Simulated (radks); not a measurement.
Values are calculated unless marked as measured or tabulated.
Problem. These are the eigenvalues of the occupied orbitals of an atom or ion with whole-number occupations (Ry). Level of theory: scalar-relativistic Kohn-Sham, LB94 model potential, spin-polarised, spherical densities, finite nucleus; Fermi nuclear charge, rms radius of each element as measured or else 0.836 A^(1/3) + 0.57 fm (a radial shooting solver on a logarithmic mesh with Libxc functionals).

1s: -312.6215
2s: -48.58019
2p: -42.90950

Which element is it, and in what charge state? The configuration may be excited. Open shells, if any, are filled with parallel spins first.

Solution. Z = 20, calcium, charge +10: Ca10+ in [Ne]. The list shows which subshells hold electrons but not how many an open one holds; the 1s level, -156.31 hartree, gives Z - s = 17.7 by -(Z - s)^2/2, which with screening and relativity narrows Z to a few neighbours, and the depths of the outer levels then fix element, charge and occupations together.
